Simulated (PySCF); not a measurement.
## CoBr₂⁺ + O₂ → CoO₂⁺ + Br₂

Level: PBE0 in the def2-TZVP basis family, all electrons, no relativity, computed in PySCF with density fitting; open shells unrestricted.

| species | state and structure | E (Eh) | ZPE (kJ/mol) | H(298 K) − H(0) (kJ/mol) | S° (J/(mol K)) |
| --- | --- | --- | --- | --- | --- |
| CoBr₂⁺ | quintet, D∞h, Co–Br 2.189 Å (×2) | -6530.00665 | 4.7 | 15.1 | 318.6 |
| O₂ | triplet, D∞h, O–O 1.193 Å | -150.23561 | 10.3 | 8.7 | 204.9 |
| CoO₂⁺ | quintet, C2v, Co–O 1.974 Å (×2), O–O 1.257 Å; Co–O–O 71.4° (×2), O–Co–O 37.1° | -1532.47724 | 12.2 | 11.9 | 278.6 |
| Br₂ | singlet, D∞h, Br–Br 2.281 Å | -5147.70672 | 2.0 | 9.7 | 244.8 |

(1) What is the electronic reaction energy?

(2) Add zero-point, thermal and entropy terms for 298.15 K and 1 bar.

## Answers

(1) At PBE0/def2-TZVP, ΔE = 153.1 kJ/mol from the differences of the total energies times 2625.5, uphill. 

(2) ΔZPE = -0.8 and Δ[H(298) − H(0)] = -2.2 kJ/mol give ΔH° = 150.1 kJ/mol. ΔS° = -0.1 J/(mol K), so ΔG° = 150.1 − 298.15 × (-0.0001) = 150 kJ/mol.

Open d or f shells are single determinants, so the state found may not be the ground state. The structures come from searches over a few start shapes, so lower isomers are not excluded.
